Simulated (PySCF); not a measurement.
Two species compared at the same levels of theory.

First species: 2-pyridinemethanol, C₆H₇NO.
Numbering: `[OH:1][CH2:2][c:3]1[cH:4][cH:5][cH:6][cH:7][n:8]1` (hydrogens: H9 on O1; H10, H11 on C2; H12 on C4; H13 on C5; H14 on C6; H15 on C7)

Structure used (GFN2-xTB), in Å, numbered top down from 1:
```xyz
15
C6H7NO angstrom
O      2.813    0.271    0.592
C      1.845   -0.739    0.588
C      0.490   -0.241    0.166
C     -0.617   -1.084    0.092
C     -1.827   -0.547   -0.307
C     -1.896    0.804   -0.617
C     -0.740    1.557   -0.512
N      0.421    1.049   -0.132
H      2.357    1.082    0.312
H      2.162   -1.543   -0.095
H      1.770   -1.174    1.597
H     -0.522   -2.129    0.342
H     -2.706   -1.171   -0.377
H     -2.823    1.258   -0.929
H     -0.731    2.615   -0.741
```

Second species: 4-hydroxy-2-methylpyridine, C6H7NO.
Z-matrix (Å and degrees, GFN2-xTB geometry), rows numbered from 1:
```
C 
C   1  1.4968
C   2  1.3890  1  120.80
C   3  1.3900  2  118.96  1  -179.94
O   4  1.3541  3  118.84  2   179.90
C   4  1.3930  3  118.41  2    -0.08
C   6  1.3828  4  117.89  3     0.03
N   7  1.3205  6  123.88  4     0.01
H   1  1.0886  2  110.28  3    59.61
H   1  1.0886  2  110.30  3   -59.66
H   1  1.0856  2  109.43  3   179.97
H   3  1.0779  2  121.48  1     0.02
H   5  0.9653  4  110.20  3  -179.87
H   6  1.0808  4  121.01  3  -180.00
H   7  1.0824  6  120.65  4  -179.94
```

Levels: PBE0/def2-SVPD for dipole moment, HOMO energy, LUMO energy, HOMO–LUMO gap, static isotropic polarisability and electronic spatial extent ⟨r²⟩ about the centre of nuclear charge; TDDFT PBE0/def2-SVPD for lowest singlet excitation; TDA PBE0/def2-SVPD for lowest triplet excitation (Tamm–Dancoff); GFN2-xTB for rotational constant A and rotational constant C. Geometries: GFN2-xTB. Each structure is a single optimised conformer of the isolated species, non-relativistic unless stated. Electronic properties by PySCF.

Dipoles, sizes and rotational constants follow the conformer. The torsions of the flexible species, by atom-mapped SMILES:
- `[OH:1][CH2:2][c:3]1[cH:4][cH:5][cH:6][cH:7][n:8]1`: O1–C2–C3–C4 180°, H–O1–C2–C3 0°
- `[CH3:1][c:2]1[cH:3][c:4]([OH:5])[cH:6][cH:7][n:8]1`: H–O5–C4–C3 180°

| property | column X | column Y |
| --- | --- | --- |
| dipole moment | 2.15 D | 3.89 D |
| HOMO energy | -7.29 eV | -7.36 eV |
| LUMO energy | -0.49 eV | -1.06 eV |
| HOMO–LUMO gap | 6.80 eV | 6.30 eV |
| lowest singlet excitation | 5.09 eV | 5.25 eV |
| lowest triplet excitation (Tamm–Dancoff) | 4.22 eV | 4.17 eV |
| static isotropic polarisability | 79.9 au | 78.8 au |
| electronic spatial extent ⟨r²⟩ about the centre of nuclear charge | 929 bohr² | 939 bohr² |
| rotational constant A | 3.943 GHz | 5.107 GHz |
| rotational constant C | 1.257 GHz | 1.227 GHz |

Problem. Which column belongs to which species?

Solution. Column X is the second species and column Y the first. The first has 15 atoms and 58 electrons, the second 15 and 58.

Problem. How does each property change from the first species to the second?

Solution. dipole moment -1.74 D; HOMO energy +0.07 eV; LUMO energy +0.57 eV; HOMO–LUMO gap +0.50 eV; lowest singlet excitation -0.16 eV; lowest triplet excitation (Tamm–Dancoff) +0.05 eV; static isotropic polarisability +1.1 au; electronic spatial extent ⟨r²⟩ about the centre of nuclear charge -10 bohr²; rotational constant A -1.164 GHz; rotational constant C +0.030 GHz.

On the first: In atomic units the dipole is 1.53 e·bohr (1 au = 2.5417 D). The principal polarisabilities are 50.2, 85.1 and 101.3 au; their mean is the isotropic value.

On the second: The polarisability is 11.84 Å³ as a volume (1 au = 0.148185 Å³), or 1.38 au for each of the 58 electrons.
